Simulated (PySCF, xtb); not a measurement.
C₂H₁₂OSi₃, SMILES O[Si@@H]([SiH3])CC[SiH3]. The values are those of a single conformer.

Harmonic wavenumbers (cm⁻¹) from GFN2-xTB in xtb at its own minimum, in rising order: 20, 26, 72, 97, 147, 168, 190, 232, 314, 322, 436, 450, 484, 503, 546, 641, 657, 690, 707, 768, 780, 794, 798, 801, 811, 814, 818, 835, 882, 1074, 1085, 1173, 1292, 1318, 1485, 1499, 2114, 2192, 2210, 2221, 2238, 2249, 2260, 2927, 2939, 2960, 2963, 3630.

**Question.** What does PySCF 2.14.0 with PBE-D3(BJ)/def2-SVP give at its own minimum? (An estimate is asked for; the answer gives what the named calculation found.)

**Answer.** 43, 75, 87, 106, 154, 178, 208, 244, 293, 328, 407, 477, 487, 501, 582, 616, 659, 717, 720, 784, 806, 824, 853, 891, 898, 902, 906, 920, 938, 1000, 1053, 1102, 1221, 1235, 1369, 1379, 2100, 2116, 2144, 2157, 2166, 2167, 2176, 2953, 2960, 3005, 3016, 3700. Paired by order, the mean absolute difference is 46 cm⁻¹ and the zero-point energies are 78.1 and 78.1 kcal/mol.
